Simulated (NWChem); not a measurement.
Molecule: GeH$_{3}$OCl; SMILES [GeH2]([OH])[Cl]

```xyz
6

Ge    -0.3718    -0.4283    -0.0009
O      1.0636    -1.4562    -0.0597
Cl     0.2365     1.6494    -0.0108
H     -1.1340    -0.7273    -1.2909
H     -1.1622    -0.6358     1.3003
H      1.6636    -1.3209     0.6822
```
Atoms are numbered in this order, from 1.

Results from NWChem. The geometry was optimised at PBE0/def2-SVP. Total energies compare along this basis series because the functional is fixed.

| level | basis functions | energy (Ha) | highest occupied level (eV) | orbital gap (eV) | dipole (D) | relative time |
|---|---|---|---|---|---|---|
| B3LYP/def2-SVP | 79 | -2613.8806 | -8.32 | 8.42 | 1.58 | 1 |
| B3LYP/def2-SVPD | 112 | -2613.9025 | -8.67 | 8.01 | 1.68 | 2 |
| B3LYP/def2-TZVP | 134 | -2614.4054 | -8.58 | 8.21 | 1.63 | 4 |
| B3LYP/def2-TZVPP | 163 | -2614.4077 | -8.58 | 8.21 | 1.61 | 6 |

The last column is a rough cost ratio, cheapest run = 1.
